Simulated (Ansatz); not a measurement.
System: sum formula GeHCl2 (charge 0, doublet). It need not be the lowest isomer of its formula. SMILES: [Cl][GeH][Cl]
Geometry: optimised at B3LYP-D3(BJ)/def2-TZVP (Ansatz, a program for electronic structure).

Parts of the frozen-core correlation energy in def2-TZVPP (Ansatz, hartree). Frozen orbitals: 24; correlated occupied orbitals by spin: 10 and 9; virtual: 112 and 113. UHF or UKS for open shells. No spin-orbit coupling. No relativistic terms.

```
term                             value
-------------------------  -----------
reference (HF)             -2995.03646
MP2 opposite-spin             -0.35443
MP2 same-spin                 -0.11552
CCSD correlation              -0.51155
(T)                           -0.02213
T1 diagnostic                    0.013
largest doubles amplitude        0.021
<S^2> of the reference           0.758
```
